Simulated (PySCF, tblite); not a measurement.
Isomers of C5H15O2PSi, one GFN2-xTB conformer each. Single-point energies are computed at PBE0/pcSseg-1 (PySCF, gas phase, no added dispersion term), electronic only.

Question: Rank them by PBE0/pcSseg-1 energy, lowest first (kcal/mol).
A. `[CH3:1][Si:2]([CH3:3])([CH3:4])[CH2:5][P@:6]([CH3:7])(=[O:8])[OH:9]` with Si2–C5–P6–C7 170°, C5–P6–O9–H 126°
B. `[CH3:1][CH:2]([CH3:3])[P@:4](=[O:5])([CH2:6][OH:7])[CH2:8][SiH3:9]` with C1–C2–P4–O5 54°, C2–P4–C6–O7 172°, P4–C6–O7–H -45°, C2–P4–C8–Si9 -64°

Answer: A (0.0), B (57.8).

GFN2-xTB itself gives, in the same order: 0.0, 13.0. Both levels put the same isomer lowest.

Question: Which frontier levels, dipoles and rotational constants go with these structures?

Answer: 
```csv
SMILES,"HOMO (eV, PBE0/pcSseg-1)",LUMO (eV),dipole (D),"A, B, C (MHz)"
C[Si](C)(C)C[P@](C)(=O)O,-7.73,0.90,2.30,"1858, 714.9, 706.9"
CC(C)[P@](=O)(CO)C[SiH3],-7.36,0.60,3.64,"1217, 965.0, 706.0"
```

Question: What happens when harmonic zero-point energies from GFN2-xTB frequencies are added?

Answer: 
| SMILES | ZPE (kcal/mol) | electronic (kcal/mol) | with ZPE (kcal/mol) |
| --- | --- | --- | --- |
| C[Si](C)(C)C[P@](C)(=O)O | 121.2 | 0.0 | 0.0 |
| CC(C)[P@](=O)(CO)C[SiH3] | 118.9 | 57.8 | 55.5 |

The zero-point energies span 2.3 kcal/mol. The order is unchanged.
